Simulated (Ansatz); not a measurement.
(LiF)4 ring (Li4F4), relaxed as a singlet with RKS PBE-D4/def2-SVP in Ansatz, starting from the GFN2-xTB geometry. Force threshold 0.02 eV/Å.

Start:

```xyz
8

Li   -1.835    0.216    1.118
F    -0.754    1.419    1.500
Li    0.781    1.721    0.941
F     1.902    1.116   -0.126
Li    1.831   -0.208   -1.129
F     0.755   -1.419   -1.499
Li   -0.776   -1.729   -0.930
F    -1.903   -1.115    0.125
```

**Question.** Estimate the energy that the relaxation releases and the steps that it takes.

**Answer.** 0.03 eV, in 4 steps; 6.5 s on 4 threads of Arm Neoverse V1 on a shared host. No frequencies were taken in this run, so the end may be a saddle point.

**Question.** Does the start keep its bonding and symmetry?

**Answer.** By distances, no bond broke or formed. The bond that changes most is F2–Li3, from 1.66 to 1.69 Å (atoms count from 1). Point group C2h at the start, D4h at the end, both within 0.05 Å.

**Question.** Predict the relaxed structure.

**Answer.** 
```csv
atom,x (Å),y (Å),z (Å)
Li1,-1.824,0.213,1.118
F2,-0.766,1.458,1.535
Li3,0.790,1.752,0.953
F4,1.938,1.143,-0.123
Li5,1.824,-0.212,-1.119
F6,0.766,-1.458,-1.535
Li7,-0.789,-1.753,-0.952
F8,-1.938,-1.143,0.123
```
Bond lengths (bridged metal pairs left out): 8 × F–Li 1.69 Å.
